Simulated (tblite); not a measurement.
Species: C3H13BF2Si3.
Numbering: `[F:1][B:2]([F:3])[C@@H:4]([SiH3:5])[CH2:6][SiH2:7][CH2:8][SiH3:9]` (hydrogens: H10 on C4; H11, H12, H13 on Si5; H14, H15 on C6; H16, H17 on Si7; H18, H19 on C8; H20, H21, H22 on Si9)

Computed with GFN2-xTB (tblite), gas phase: L-BFGS steps from a force-field or distance-geometry start until the largest atomic force falls under 0.01 eV/Å.

Step 25: E = -789.9071 eV
```
atom  x, y, z in Å  |  force x, y, z in eV/Å
F1     -2.8417   -1.4258   -0.6903   -0.039   0.038  -0.013
B2     -2.3483   -0.7032    0.3045    0.034   0.023  -0.002
F3     -2.9376   -0.9446    1.4656    0.001  -0.036   0.009
C4     -1.2378    0.3695    0.1314    0.013  -0.064  -0.013
Si5    -2.0292    2.1177    0.1437   -0.014  -0.005   0.003
C6     -0.1682    0.2988    1.2346   -0.008   0.008   0.061
Si7     0.8351   -1.3116    1.1478    0.035  -0.027  -0.056
C8      1.6183   -1.4172   -0.5822    0.047  -0.027  -0.025
Si9     2.7233    0.0340   -1.1294   -0.017  -0.020   0.020
H10    -0.7522    0.2529   -0.8404    0.000  -0.005  -0.032
H11    -2.6466    2.3624    1.4464    0.018   0.021   0.022
H12    -0.9104    3.0353   -0.0911   -0.032   0.030   0.007
H13    -3.0409    2.2436   -0.9059    0.012  -0.001  -0.033
H14    -0.6550    0.3595    2.2050   -0.067   0.043   0.095
H15     0.4975    1.1597    1.1670    0.026   0.049  -0.023
H16    -0.0724   -2.4496    1.3711    0.027   0.010  -0.018
H17     1.8630   -1.3072    2.2007   -0.030   0.021  -0.046
H18     0.8284   -1.5542   -1.3220   -0.015   0.008   0.010
H19     2.2111   -2.3297   -0.6214    0.054  -0.038  -0.015
H20     3.3281   -0.2563   -2.4373   -0.035  -0.017   0.044
H21     3.7915    0.2199   -0.1425   -0.029   0.027  -0.020
H22     1.9336    1.2654   -1.2644    0.021  -0.038   0.027
```

Step 26: E = -789.9087 eV
```
atom  x, y, z in Å  |  force x, y, z in eV/Å
F1     -2.8511   -1.4150   -0.6941   -0.031   0.045  -0.002
B2     -2.3481   -0.7039    0.3048    0.024   0.016  -0.002
F3     -2.9299   -0.9570    1.4677    0.012  -0.026  -0.008
C4     -1.2373    0.3687    0.1322    0.022  -0.055  -0.007
Si5    -2.0293    2.1185    0.1434    0.009  -0.074   0.003
C6     -0.1669    0.2992    1.2361   -0.037   0.028   0.053
Si7     0.8357   -1.3128    1.1489    0.008   0.024  -0.049
C8      1.6204   -1.4158   -0.5788    0.043  -0.033  -0.038
Si9     2.7228    0.0338   -1.1302   -0.002  -0.012   0.016
H10    -0.7525    0.2526   -0.8403   -0.004  -0.002  -0.021
H11    -2.6446    2.3616    1.4448   -0.003   0.031   0.059
H12    -0.9118    3.0334   -0.0914    0.006   0.063   0.000
H13    -3.0373    2.2424   -0.9064   -0.023   0.004  -0.063
H14    -0.6575    0.3605    2.2051   -0.049   0.032   0.088
H15     0.4956    1.1637    1.1696    0.022   0.015  -0.025
H16    -0.0745   -2.4484    1.3656    0.018  -0.006  -0.011
H17     1.8598   -1.3088    2.2032   -0.010   0.016  -0.026
H18     0.8300   -1.5509   -1.3180   -0.021  -0.007   0.000
H19     2.2140   -2.3274   -0.6192    0.051  -0.048  -0.018
H20     3.3246   -0.2630   -2.4375   -0.030  -0.015   0.033
H21     3.7922    0.2232   -0.1469   -0.014   0.029  -0.007
H22     1.9352    1.2649   -1.2676    0.008  -0.023   0.024
```

Task: Estimate the geometry and energy of step 27. (The exact step hangs on the optimiser's Hessian estimate; all steps are aligned on step 26, rigid shifts and turns removed.)

Result: E = -789.9104 eV, largest force 0.116 eV/Å
```
atom  x, y, z in Å  |  force x, y, z in eV/Å
F1     -2.8610   -1.4033   -0.6979   -0.024   0.052   0.008
B2     -2.3476   -0.7044    0.3051    0.002  -0.004  -0.001
F3     -2.9224   -0.9698    1.4695    0.027  -0.013  -0.024
C4     -1.2363    0.3669    0.1331    0.030  -0.025   0.007
Si5    -2.0292    2.1181    0.1433    0.023  -0.114   0.001
C6     -0.1661    0.3002    1.2387   -0.053   0.040   0.036
Si7     0.8366   -1.3135    1.1488   -0.025   0.074  -0.029
C8      1.6235   -1.4153   -0.5763    0.026  -0.041  -0.041
Si9     2.7221    0.0332   -1.1305    0.014  -0.004   0.009
H10    -0.7530    0.2521   -0.8409   -0.003  -0.004  -0.002
H11    -2.6424    2.3612    1.4444   -0.016   0.034   0.076
H12    -0.9136    3.0329   -0.0917    0.030   0.077  -0.004
H13    -3.0339    2.2412   -0.9082   -0.043   0.006  -0.076
H14    -0.6608    0.3622    2.2069   -0.017   0.021   0.056
H15     0.4941    1.1681    1.1717    0.006  -0.029  -0.018
H16    -0.0758   -2.4473    1.3594    0.010  -0.018  -0.006
H17     1.8566   -1.3096    2.2046    0.013   0.011  -0.004
H18     0.8313   -1.5478   -1.3139   -0.017  -0.026  -0.011
H19     2.2181   -2.3262   -0.6176    0.040  -0.051  -0.022
H20     3.3203   -0.2703   -2.4366   -0.018  -0.013   0.013
H21     3.7924    0.2271   -0.1512    0.007   0.030   0.012
H22     1.9367    1.2637   -1.2697   -0.010  -0.003   0.020
```

The energy changes by -0.0017 eV. The first-order estimate −F·Δx gives -0.0024 eV and the mean of the old and new forces, exact on a quadratic surface, -0.0018 eV. The step makes an angle of 71° with the force vector and moves no atom by more than 0.016 Å.

The cost below is that of the whole relaxation. On Arm Neoverse N1, one thread, no GPU, on a shared host, this took 1.3 s of wall time.
